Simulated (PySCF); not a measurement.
# [Lu(OH)2]+ at several levels of theory

Computed with PySCF 2.14.0 (density fitting, no spin-orbit coupling) at the geometry relaxed with PBE0:

```xyz
5
[Lu(OH)2]+ (singlet in the valence; each metal's 4f electrons, 14 of them, lie in its core potential, out of spins and levels)
Lu    0.0000    0.0000   -0.5078
O     1.6288   -0.0354    0.4960
H     2.3026   -0.0495    1.1814
O    -1.6288    0.0354    0.4960
H    -2.3026    0.0495    1.1814
```

```tsv
level	basis	state	HOMO (eV)	gap (eV)	charge on Lu1 (e)	population of f-type functions on Lu1 (polarisation alone where 4f lies in the core)	dipole about the centre of mass (D)	largest force component (eV/Å)
PBE0	Lu lcecp-1-SVP with ECP60, O def2-SVP, H def2-SVP	singlet	-13.81	6.34	1.35	0.07	2.35	0.01
BLYP	the same	singlet	-12.09	3.77	1.18	0.07	1.95	0.75
PBE0	Lu lcecp-1-TZVP with ECP60, O def2-TZVP, H def2-TZVP	singlet	-13.86	6.40	1.77	0.07	2.53	0.16
```

In the lcecp rows the 4f levels are missing from HOMO and gap, and the state counts the valence alone.

Charges are Mulliken's, which hang on the basis. The relaxation used the grid (50, 194), these runs (75, 302) or, all-electron (x2c bases, spin-free X2C Hamiltonian), (99, 590).

Question: What does M06-L with Lu lcecp-1-SVP with ECP60, O def2-SVP, H def2-SVP give here?

Answer: state singlet, HOMO (eV) -12.34, gap (eV) 5.21, charge on Lu1 (e) 1.43, population of f-type functions on Lu1 (polarisation alone where 4f lies in the core) 0.07, dipole about the centre of mass (D) 2.43, largest force component (eV/Å) 0.40. Time: 3.4 s on 2 threads of Arm Neoverse V1, on a shared host, from an already converged density.

In the first row's basis the gap widens with exact exchange: 3.8 to 5.2 eV for BLYP, M06-L (none); 6.3 eV for PBE0 (a fixed share).

An lcecp potential fixes the number of 4f electrons, so in runs with it no electron can move into or out of that shell.
